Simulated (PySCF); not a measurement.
C2H7ClSi3, SMILES [SiH2]1[SiH2][Si@@H](C=C1)Cl.

Coordinates come from a PBE0-D3(BJ)/def2-SVP optimisation. The structure was generated by enumeration; whether it is a known compound was not checked.

Two levels are set side by side: TDDFT-PBE/def2-SVPD (PySCF) and TDDFT-CAM-B3LYP/def2-SVPD (PySCF). Vertical, same geometry. The lowest singlet is HOMO→LUMO 99 % with PBE and HOMO→LUMO 88 % with the other functional; states are paired by order. Differences are taken from unrounded values.

```
quantity                               TDDFT-CAM-B3LYP
-------------------------------------  ---------------
lowest singlet excitation (eV)                    5.32
lowest triplet excitation (TDA) (eV)              4.03
first bright state (f over 0.05) (eV)             6.51
its oscillator strength                           0.25
```

### Question
What does TDDFT-PBE give, and how far is it from TDDFT-CAM-B3LYP? (An estimate is asked for; the answer gives what the named calculation found.)

### Answer

```csv
quantity,TDDFT-PBE,TDDFT-PBE minus TDDFT-CAM-B3LYP
lowest singlet excitation (eV),4.27,-1.05
lowest triplet excitation (TDA) (eV),4.02,-0.01
first bright state (f over 0.05) (eV),5.74,-0.77
its oscillator strength,0.11,-0.14
```

A lower first singlet is the usual sign of a functional without exact exchange. Differences between two approximate levels are no errors against the true value.

Rough cost on one machine, each run with all the roots and properties that it gave: TDDFT-CAM-B3LYP against TDDFT-PBE about 7 times.
